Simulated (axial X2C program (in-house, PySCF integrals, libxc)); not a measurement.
Which molecule gave these maps?

PBE0 fields computed with an in-house all-electron X2C program for linear molecules (integrals from PySCF), with spin–orbit coupling, near the equilibrium distance, one atom at z = 0.

The maps cover the half plane through the axis: z from -2.4 to 4.8 Å along the bond, ρ from 0.15 to 2.25 Å away from it (steps of 0.3 Å, the bottom row nearest the axis).

log10 of the density in e/bohr³:

digits 0 to 9 span -4.53 to 1.83 evenly
```
0001122222222222222211100
0112223333333222222222110
0122333344333333333332221
1123344444444434444433321
1223445555544444555443322
1233455665554455666544332
2234456777655556777654432
2234556898655557898654432
```

Electron localisation function (collinear form, no current term, damped to 0 at low density):

digits 0 to 9 span 0.00 to 1.00 evenly
```
0000012222221000000100000
0001234454433110112333100
0012456666654321234566520
0024677777665422234578762
0146777545666432222468885
0357763222366522343247887
1367742676246423777336898
1467734575426426374536898
```

Axial spin density in 10⁻³ e/bohr³:

digits 0 to 9 span -2.89 to 2.89 evenly, values beyond are clipped
```
5555555555555555555554455
5555556677766555555544445
5555568999987655555544444
5555689999998765555444444
5555799999999765555444444
5555799999999755555444444
4444579393997544555444444
4444334499443235372533444
```

Question: Which molecule is it?
A. SnTe⁺
B. RuTe⁺
C. BeI⁻
D. NaAt⁻

Answer: A. SnTe⁺, with Te at z = 0 and Sn at z = 2.690 Å, state Ω = 3/2 (⟨Sz⟩ = 0.50, ⟨Lz⟩ = 1.00 at PBE0), basis Te dyall-cv3z [11s12p8d4f1g], Sn dyall-cv3z [11s12p9d4f1g] (cores contracted in-house). Occupations by symmetry block were frozen at the best pattern of an incomplete PBE0 search. Density functionals use the spin component along the axis (collinear). Without a current term, density functionals place determinants with orbital angular momentum somewhat too high.
